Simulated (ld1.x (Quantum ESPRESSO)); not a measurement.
# ruthenium (Ru) TM: all-electron and pseudo phase curves

* Element: Ru (Z = 44)
* Generator: ld1.x (Quantum ESPRESSO) 7.5
* Type: norm-conserving Troullier–Martins (Kleinman–Bylander form)
* Functional: PBE
* Relativity: scalar-relativistic
* Frozen core: [Ar] 3d10
* Valence charge: 16
* Reference configuration: 4s2 4p6 4d7 5s1 5p0
* Partial waves: 4p (bound): rc 1.25 bohr; 4d (bound): rc 2.05 bohr; 4s (bound): rc 1.50 bohr
* Local potential: the s channel
* Core correction: Bessel-smoothed model core inside 0.65 bohr

Occupied shells without a wave of their own: 5s. They enter only through the test configuration that unscreens the potential, and ld1.x also counts them in the model core charge.

The phase is arctan(r·u′/u) with u = r·R(r), unwrapped; energies in Ry, scanned from -8 to 5 Ry. A pole is an energy at which the radial function vanishes at the test radius. The pseudo phase is shifted by a multiple of π to meet the all-electron one at the reference energy, and phase errors are pseudo minus all-electron; the curves can meet again beyond the range given. Levels narrower than the energy grid can be missing from the lists of poles.

```
channel  radius (bohr)  reference energy (Ry)  poles, all-electron  poles, pseudo  unbroken range about the reference energy with phases within 0.05 rad  phase error 1 Ry above the reference energy (rad)
      s           2.25                  -5.61          -5.53, 4.44    -5.53, 2.99                                                             below -1.2                                             -0.001
      p           2.25                  -3.41                -3.22          -3.22                                                              below 0.2                                             -0.002
      d           2.25                  -0.38                 0.36           0.35                                                              below 2.4                                             -0.005
```

The potential misses its own reference levels by up to 0.8 eV. ld1.x takes every shell without a wave as core, so the model core holds the 5s electrons as well and exchange and correlation see them twice. This cancels in the reference configuration, but the file is broken for other ones, and its errors say nothing about a proper core correction.

Phases in the d channel:

```tsv
E (Ry)	all-electron	pseudo
-8.00	1.412	1.412
-7.52	1.407	1.407
-7.04	1.401	1.401
-6.56	1.395	1.395
-6.08	1.388	1.388
-5.60	1.380	1.379
-5.12	1.370	1.370
-4.64	1.359	1.359
-4.16	1.346	1.345
-3.68	1.329	1.329
-3.20	1.308	1.308
-2.72	1.280	1.279
-2.24	1.238	1.237
-1.76	1.168	1.166
-1.28	1.017	1.014
-0.80	0.460	0.455
-0.32	-1.070	-1.070
0.16	-1.500	-1.502
0.64	-1.642	-1.647
1.12	-1.727	-1.735
1.60	-1.799	-1.815
2.08	-1.880	-1.909
2.56	-1.990	-2.051
3.04	-2.171	-2.321
3.52	-2.535	-2.936
4.00	-3.247	-3.777
4.48	-3.918	-4.214
4.96	-4.245	-4.409
```
